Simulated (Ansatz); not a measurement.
Ideal-gas functions of FGeH₃O₂, SMILES `[OH][GeH]([OH])[F]` at 298.15 K and 1 bar, from an Ansatz frequency run at PBE0-D4/def2-TZVP.

Molar mass 126.63 g/mol, point group C1 (symmetry number 1), electronic degeneracy 1, moments of inertia 84.718, 92.172, 142.622 u Å². Harmonic wavenumbers (cm⁻¹, unscaled): 137, 196, 228, 272, 303, 692, 706, 723, 742, 766, 914, 936, 2244, 3886, 3889.

Use S(trans) = R[1.5 ln M + 2.5 ln T − 1.1517]; rotational temperatures θ = 24.2544 K / I; S(rot) = R[ln(√π/σ · √(T³/θAθBθC)) + 1.5]; for each mode x = 1.438777 ν̃/T, S = R[x/(eˣ − 1) − ln(1 − e⁻ˣ)] and H = RT x/(eˣ − 1); 1 cm⁻¹ = 0.0119627 kJ/mol; R = 8.31446 J/(mol·K).

Task: By hand: the entropy, in J/(mol·K).

Result: Translation 169.2. Rotation: θ = 0.2863, 0.2631, 0.1701 K, giving 106.4. Vibration, mode by mode: 11.90, 9.08, 7.93, 6.63, 5.86, 1.32, 1.25, 1.17, 1.09, 0.99, 0.55, 0.51, 0.00, 0.00, 0.00, in all 48.3. Electronic 0.0. Sum 323.9 J/(mol·K).

Task: By hand: H − E and G − E in kJ/mol, counted from the electronic energy.

Result: Zero-point energy ½ × 16634 × 0.0119627 = 99.5; thermal vibration 8.5; translation, rotation and pV give 4 RT = 9.9. H − E = 117.9 kJ/mol, and G − E = 117.9 − 298.15 × 323.9/1000 = 21.3 kJ/mol.

Vibration gives 15 % of the entropy, 11.9 J/(mol·K) of it from the mode under 150 cm⁻¹: soft modes count most, and the harmonic formula is weakest for them. The sum counts one conformer and one mirror image; others add a mixing term.
